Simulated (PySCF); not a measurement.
C3H4N2O, SMILES C1=NCN=CO1. Heavy atoms are numbered as in [CH:1]1=[N:2][CH2:3][N:4]=[CH:5][O:6]1. Hydrogens are named by the atom that carries them.

Geometry: PBE0-D3(BJ)/def2-SVP. Other conformers were not sampled.

The numbers are results of PBE/def2-TZVP in PySCF, not measurements.

ESP charges are fitted to the potential on shells at 1.4 to 2.0 van der Waals radii. Atomic charges (e), one atom of each kind:

```json
[
 {"atom": "C1 (CH)", "Mulliken": "0.02", "meta-Löwdin": "0.18", "ESP fit": "0.70"},
 {"atom": "N2", "Mulliken": "-0.17", "meta-Löwdin": "-0.27", "ESP fit": "(withheld)"},
 {"atom": "C3 (CH2)", "Mulliken": "-0.05", "meta-Löwdin": "-0.04", "ESP fit": "1.15"},
 {"atom": "O6", "Mulliken": "-0.18", "meta-Löwdin": "-0.30", "ESP fit": "(withheld)"},
 {"atom": "H on C1", "Mulliken": "0.13", "meta-Löwdin": "0.13", "ESP fit": "0.04"},
 {"atom": "H on C3", "Mulliken": "0.12", "meta-Löwdin": "0.13", "ESP fit": "(withheld)"}
]
```

### Question
What belongs in the gaps? (An estimate is asked for; the answer gives what the named calculation found.)

### Answer

- N2, ESP fit: -0.92
- O6, ESP fit: -0.56
- H on C3, ESP fit: -0.11

Computed Mayer and Wiberg (Löwdin basis) orders of the bonds:
```csv
bond,Mayer,Wiberg
C1–N2,2.01,2.34
N2–C3,1.02,1.35
C3–N4,1.02,1.35
N4–C5,2.01,2.34
C1–O6,1.05,1.56
C5–O6,1.05,1.56
```
